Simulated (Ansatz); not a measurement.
`B[SiH2]C(=N)O` + `CO[SiH2]N` → `BN[SiH2]OC` + `N=C(O)[SiH3]`  (cleavage of the B–Si bond)

Isolated molecules relaxed with PBE0-D4/def2-TZVP in Ansatz; ΔE leaves out vibrations. CBS: MP2 limit from def2 TZ/QZ plus the TZ coupled-cluster correction, frozen cores. This one scheme is used for every species. Functionals use def2-TZVPP. B3LYP here is the variant with VWN-RPA as its local correlation; programs differ in this. One conformer a species, not always the lowest.

Q: Is it downhill or uphill in electronic energy at CCSD(T)/CBS, and by how much? (An estimate is asked.)

A: The calculation gave: Downhill: ΔE = -170.3 kJ/mol.

Q: What do these levels give: r2SCAN-D4, PBE0-D4, ωB97X-V, ωB97M-V, B2PLYP, r2SCAN, B3LYP, SCS-MP2/def2-TZVPP, CCSD/def2-TZVPP, HF/def2-QZVPP, SCS-MP2/def2-QZVPP, CCSD/CBS(def2)? (Best estimate.)

A: The calculation gave: r2SCAN-D4 -170.5, PBE0-D4 -166.9, ωB97X-V -168.6, ωB97M-V -174.5, B2PLYP -175.3, r2SCAN -170.6, B3LYP -173.0, SCS-MP2/def2-TZVPP -176.7, CCSD/def2-TZVPP -170.8, HF/def2-QZVPP -174.1, SCS-MP2/def2-QZVPP -176.0, CCSD/CBS(def2) -169.1 kJ/mol.

Largest T1 diagnostic among the species: 0.014.
